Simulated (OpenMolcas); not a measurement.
# Ti3+: moving or changing the point charges

Ti3+ among 6 point charges of -2 e arranged as an octahedron (Oh), 1.68 Å from the ion.

```yaml
Program: OpenMolcas
Method: CASSCF
Basis: ANO-RCC-VDZP [5s4p2d1f]
Scalar_Hamiltonian: DKH2, point nucleus
Active_space: 1 electron in 5 orbitals (3d)
State_averaging: 2S+1 = 2 even, 5 roots
Spin-orbit_coupling: RASSI with atomic mean-field integrals over the reference wave functions
```

Runs around this geometry, states (labels of O, the rotations of Oh). Energies in cm-1 above the lowest state or level, χT in cm3 K/mol; under a threefold ground state the first gap can be a small split of the lowest multiplet, not the spin-orbit step; 10Dq is the gap between the two states.

```
R (Å)  q (e)  Ground state  First state of that spin   10Dq  First gap with spin-orbit (degeneracies)  χT at 300 K
 1.68   -1.6           2T2                  2E 14300  14300                              196.7 (4, 2)        0.475
 1.68     -2           2T2                  2E 19008  19008                              176.2 (4, 2)        0.489
 1.76     -2           2T2                  2E 14689  14689                              193.6 (4, 2)        0.477
```

Taking |10Dq| as R^-n, n = -ln(14689 / 19008) / ln(1.76 / 1.68) = 5.5 between the shortest and longest distance. The point-charge formula for a cubic d site gives n = 5.

Scaling the charges by -1.6 / -2 = 0.80 scales |10Dq| by 14300 / 19008 = 0.75; with fixed orbitals a first-order splitting would follow the charge.

An orbital triplet at a regular site is open to Jahn-Teller coupling, which can distort the site and quench the lowest spin-orbit gaps and is left out. Point charges carry no covalency, so the field is a model and not that of real ligands. No measured value stands beside these numbers.
